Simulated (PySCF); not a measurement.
CH8N2Si2Te.
Z-matrix (Å and degrees, PBE0-D3(BJ)/def2-SVP geometry), rows numbered from 1:
```
C 
N   1  1.2635
Si  2  1.7612  1  123.77
Te  3  2.5161  2  103.73  1   122.97
Si  3  2.3554  2  109.16  1  -121.22
N   5  1.7336  3  107.01  2  -122.34
H   1  1.1120  2  124.57  3    -1.22
H   1  1.1063  2  120.26  3   178.93
H   3  1.5065  2  110.92  1     4.14
H   4  1.6656  3   89.95  2   167.78
H   5  1.5034  3  106.92  2     4.20
H   5  1.4966  3  110.59  2   120.35
H   6  1.0161  5  117.67  3    48.93
H   6  1.0149  5  119.34  3  -172.09
```

Computed, not measured: PBE0-D3(BJ)/def2-SVP geometry optimisation, gas phase, def2 core potentials past Kr (PySCF).

Masses are those of the commonest isotopes; rigid-rotor values at the optimised geometry. The values belong to one conformer with, in the numbering `[CH2:1]=[N:2][Si@@H:3]([TeH:4])[SiH2:5][NH2:6]`, C1–N2–Si3–Te4 123°, N2–Si3–Te4–H 168°, N2–Si3–Si5–N6 -122°, Si3–Si5–N6–H 49° and -172°.

Task: What are A, B and C (cm⁻¹)?

Result: Ia = 385.01, Ib = 582.04, Ic = 917.83 u·Å²; 505379 MHz·u·Å²/I gives 1313, 868.3 and 550.6 MHz, that is A = 0.04378, B = 0.02896, C = 0.01837 cm⁻¹.

Task: What kind of rotor is it?

Result: An asymmetric top; Ray's κ = -0.166.

Task: Is it planar, by Δ = Ic − Ia − Ib?

Result: Not planar: Δ = Ic − Ia − Ib = -49.22 u·Å². For a rigid frame Δ = −2 Σ m c², so Σ m c² = 24.61 u·Å² lies off the ab plane: 10.09 from hydrogen and 14.52 from heavier atoms. The atom farthest from that plane is 1.97 Å away.

Task: Give the other two planar moments, Paa and Pbb, and the rms extents of the mass along the axes.

Result: Paa = Σ m a² = (Ib + Ic − Ia)/2 = 557.43 and Pbb = Σ m b² = (Ia + Ic − Ib)/2 = 360.40 u·Å². With the mass M = 233.93 u, the rms extents √(P/M) along a, b and c are 1.54, 1.24, 0.32 Å.

Task: Give the coordinates in the principal-axis frame, origin at the centre of mass.

Result: The sense of each axis is arbitrary; atoms in the order of the calculation.
```
atom  mass (u)   a (Å)   b (Å)   c (Å)
  C1    12.000  -1.642  -3.123  -0.192
  N2    14.003  -1.318  -1.961  -0.568
 Si3    27.977  -1.022  -0.621   0.537
 Te4   129.906   1.320   0.107  -0.021
 Si5    27.977  -2.504   1.139   0.032
  N6    14.003  -1.534   2.533  -0.317
  H7     1.008  -1.758  -3.433   0.869
  H8     1.008  -1.831  -3.917  -0.938
  H9     1.008  -1.110  -1.077   1.970
 H10     1.008   1.103   1.492   0.879
 H11     1.008  -3.418   0.644  -1.055
 H12     1.008  -3.363   1.459   1.214
 H13     1.008  -0.765   2.421  -0.971
 H14     1.008  -1.985   3.434  -0.442
```

Task: List the rotational levels J(Ka,Kc) to J = 5 (K).

Result: Above 0(0,0), as E/k:
J = 1: 1(0,1) 0.068, 1(1,1) 0.089, 1(1,0) 0.105
J = 2: 2(0,2) 0.199, 2(1,2) 0.210, 2(1,1) 0.256, 2(2,1) 0.320, 2(2,0) 0.326
J = 3: 3(0,3) 0.384, 3(1,3) 0.389, 3(1,2) 0.479, 3(2,2) 0.524, 3(2,1) 0.549, 3(3,1) 0.672, 3(3,0) 0.674
J = 4: 4(0,4) 0.621, 4(1,4) 0.622, 4(1,3) 0.765, 4(2,3) 0.792, 4(2,2) 0.852, 4(3,2) 0.953, 4(3,1) 0.962, 4(4,1) 1.149, 4(4,0) 1.149
J = 5: 5(0,5) 0.909, 5(1,5) 0.910, 5(1,4) 1.107, 5(2,4) 1.120, 5(2,3) 1.230, 5(3,3) 1.303, 5(3,2) 1.333, 5(4,2) 1.502, 5(4,1) 1.504, 5(5,1) 1.751, 5(5,0) 1.751
The levels of one J sum to (2J + 1)J(J + 1)(A + B + C)/3.

Task: Predict some low-J microwave lines.

Result: The dipole components are |μa| = 0.97 D, |μb| = 0.22 D, |μc| = 0.21 D. The squared components, which scale the intensities, stand as 1.00 : 0.05 : 0.05 (a : b : c). Some lines, for components of 0.1 D or more:

| type | branch | J(Ka,Kc) | MHz | lower level (cm⁻¹) |
| --- | --- | --- | --- | --- |
| a | Q | 1(1,0) ← 1(1,1) | 318 | 0.062 |
| c | Q | 1(1,1) ← 1(0,1) | 444 | 0.047 |
| b | Q | 1(1,0) ← 1(0,1) | 762 | 0.047 |
| a | Q | 2(1,1) ← 2(1,2) | 953 | 0.146 |
| b | Q | 2(1,1) ← 2(0,2) | 1199 | 0.138 |
| c | Q | 2(2,1) ← 2(1,1) | 1333 | 0.178 |
| a | R | 1(0,1) ← 0(0,0) | 1419 | 0.000 |
| b | Q | 2(2,0) ← 2(1,1) | 1453 | 0.178 |
| b | R | 1(1,1) ← 0(0,0) | 1863 | 0.000 |
| c | R | 1(1,0) ← 0(0,0) | 2181 | 0.000 |
| b | R | 2(0,2) ← 1(1,1) | 2274 | 0.062 |
| b | Q | 2(2,1) ← 2(1,2) | 2286 | 0.146 |
| a | R | 2(1,2) ← 1(1,1) | 2520 | 0.062 |
| a | R | 2(0,2) ← 1(0,1) | 2718 | 0.047 |
| b | R | 2(1,2) ← 1(0,1) | 2965 | 0.047 |
| a | R | 2(1,1) ← 1(1,0) | 3156 | 0.073 |
| c | R | 2(1,1) ← 1(0,1) | 3918 | 0.047 |
| b | R | 2(2,1) ← 1(1,0) | 4488 | 0.073 |
| c | R | 2(2,0) ← 1(1,0) | 4608 | 0.073 |
| c | R | 2(2,1) ← 1(1,1) | 4806 | 0.062 |
| b | R | 2(2,0) ← 1(1,1) | 4926 | 0.062 |

Task: Estimate the classical rotational partition function at 50 K, 200 K and 298.15 K.

Result: Point group C1, symmetry number σ = 1; q = (√π/σ)·√((kT/h)³/(ABC)), k/h = 20836.6 MHz/K: 75200 at 50 K, 602000 at 200 K, 1100000 at 298.15 K.

No PBE0-D3(BJ)/def2-SVP frequencies stand behind this structure, so it isn't proved a minimum. Zero-point vibration and centrifugal distortion are left out. A rigid rotor knows nothing of inversion at nitrogen, which can split or shift real lines. Quadrupole hyperfine structure (14N) is left out.

Time: 97 s wall; peak memory 0.57 GiB. Hardware: one thread of an Arm Neoverse V1, no GPU, shared host. That covers the optimisation of the geometry.
